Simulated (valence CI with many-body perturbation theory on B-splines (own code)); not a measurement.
Os2+: M1 decay

Method: relativistic CI+MBPT: six valence electrons over a frozen Dirac-Fock core [Xe] 4f14, radial functions for each j: 7 s, 7 p, 8 d, 6 f, 4 g, 1 h, with the one-electron correlation potential Σ1 (screened to all orders), the two-electron term Σ2, the three-electron term Σ3, Breit, model QED; selected single and double excitations, second order for the rest, scaled by the run's own slope (own B-spline code, finite nucleus).

No measured levels were compared; by estimate terms of the open shell hold to 2 to 4 % of their energy, and close levels can change places; different configurations can be misplaced against each other by 1,000 to 8,000 cm⁻¹. Among the levels kept, up to 2700 cm⁻¹ of a level comes from second order outside the variational space, and about a tenth of that is noise between levels of different J, which matters for small intervals. Only levels of the ground parity were solved; by the run's estimate the other parity begins above the list, which can be wrong where configurations are misplaced.

Lines 1 to 50 of 116 in falling wavelength, among levels below 29949 cm⁻¹, chosen from the decays that carry over 1 % of a level's rate. Wavelengths and rates use the calculated energies, so an error of 2000 cm⁻¹ moves a line at 2876 nm by 58 % and its rate by three times that or more. Weak lines are less certain than strong ones. Lines between different terms over intervals too small for the method are left out, as are lines whose strength nearly cancels. Where a level lies close to another of its J and parity, the split of strength between their lines is uncertain. Intervals below about 2000 cm⁻¹, as at the head of this list, are uncertain by tens of per cent. Branching is blank where the lifetime is uncertain.

Names give the largest LS component (configuration and term), which can be under half, so a name can repeat, a term be missing and a line seem to break the LS rules; names also repeat where a configuration has a term twice. Letters in brackets count levels of one name in rising energy.

```
λ vac (nm)            Upper            Lower  Type   A (s⁻¹)  Branch %
     41980         5d6 5D_0         5d6 5D_1    M1  1.82e-03      99.6
      6948      5d5.6s 5G_4  5d5.6s 5G_3 [a]    M1  1.03e-01       2.2
      5267         5d6 3H_5         5d6 3H_4    M1  7.79e-02       1.2
      4974         5d6 5D_1         5d6 5D_2    M1  6.07e-01     100.0
      3180         5d6 3G_5     5d6 3G_4 [a]    M1  3.60e-01      34.2
      2876      5d5.6s 5G_2      5d5.6s 5S_2    M1  6.83e-02       2.2
      2425      5d5.6s 5G_2         5d6 3D_3    M1  9.07e-02       3.0
      2396         5d6 3H_4         5d6 3F_3    M1  4.03e-01          
      2392     5d6 3P_2 [b]         5d6 3F_3    M1  2.22e-01          
      2391         5d6 5D_3         5d6 5D_4    M1  1.64e+00          
      2246         5d6 1I_6         5d6 3H_5    M1  9.40e-02          
      2196         5d6 3F_3     5d6 3G_4 [a]    M1  1.15e+00      11.9
      2174      5d5.6s 5G_2     5d6 3P_2 [b]    M1  9.06e-01      29.7
      2163  5d5.6s 5G_3 [a]     5d6 3P_2 [b]    M1  1.50e-01       1.2
      2147         5d6 3D_3         5d6 3F_3    M1  5.18e-01       3.2
      2002         5d6 3D_1     5d6 3P_2 [a]    M1  2.65e+00      23.1
      1887     5d6 3G_4 [b]         5d6 3F_3    M1  3.00e-01          
      1886      5d5.6s 5S_2         5d6 3F_3    M1  2.19e-01          
      1829         5d6 3G_3         5d6 3F_2    M1  1.56e+00      17.5
      1791         5d6 3H_4         5d6 3G_5    M1  8.73e-01          
      1790      5d5.6s 5G_4         5d6 3D_3    M1  8.29e-01      17.5
      1748      5d5.6s 5G_2         5d6 3D_1    M1  2.18e-01       7.1
      1635     5d6 3P_2 [b]     5d6 3P_2 [a]    M1  5.38e-01          
      1625         5d6 3P_1     5d6 3P_2 [b]    M1  3.93e+00      11.4
      1517         5d6 3D_3     5d6 3P_2 [a]    M1  1.73e+00      10.8
      1516         5d6 3H_5         5d6 3H_6    M1  3.70e+00      58.0
      1491     5d6 3G_4 [b]         5d6 3G_5    M1  2.33e+00          
      1461         5d6 3G_3         5d6 3F_3    M1  2.69e+00      30.1
      1381      5d5.6s 5S_2     5d6 3P_2 [a]    M1  8.92e-01          
      1375         5d6 3P_1         5d6 3D_1    M1  2.24e+00       6.5
      1337         5d6 3H_5         5d6 3G_5    M1  2.30e+00      36.0
      1207         5d6 3P_1         5d6 1S_0    M1  2.67e+00       7.7
      1156     5d6 3G_4 [a]         5d6 5D_3    M1  3.52e-01       3.5
      1146         5d6 3H_4     5d6 3G_4 [a]    M1  1.07e+01          
      1086         5d6 3D_3     5d6 3G_4 [a]    M1  2.05e+00      12.8
      1067     5d6 3P_2 [a]         5d6 5D_1    M1  4.76e+00      19.4
      1065     5d6 3G_4 [a]      5d5.6s 7S_3    M1  2.32e-01       2.3
      1015     5d6 3G_4 [b]     5d6 3G_4 [a]    M1  2.56e-01          
     976.3      5d5.6s 5G_4         5d6 3F_3    M1  6.49e-02       1.4
     941.1         5d6 3H_5     5d6 3G_4 [a]    M1  1.10e-01       1.7
     933.1      5d5.6s 5G_2     5d6 3P_2 [a]    M1  2.29e-01       7.5
     931.1  5d5.6s 5G_3 [a]     5d6 3P_2 [a]    M1  3.43e-01       2.9
     905.3         5d6 1I_6         5d6 3H_6    M1  3.35e+00          
     887.6     5d6 3P_2 [a]         5d6 5D_3    M1  1.28e+01      52.0
     878.6     5d6 3P_2 [a]         5d6 5D_2    M1  7.25e-01       3.0
     877.4         5d6 3G_3     5d6 3G_4 [a]    M1  3.39e-01       3.8
     858.2      5d5.6s 5G_4         5d6 3G_5    M1  5.78e-02       1.2
     838.0         5d6 1I_6         5d6 3G_5    M1  1.32e+00          
     832.8     5d6 3P_2 [a]      5d5.6s 7S_3    M1  6.26e+00      25.5
     815.0         5d6 3P_1     5d6 3P_2 [a]    M1  1.59e+01      46.0
```
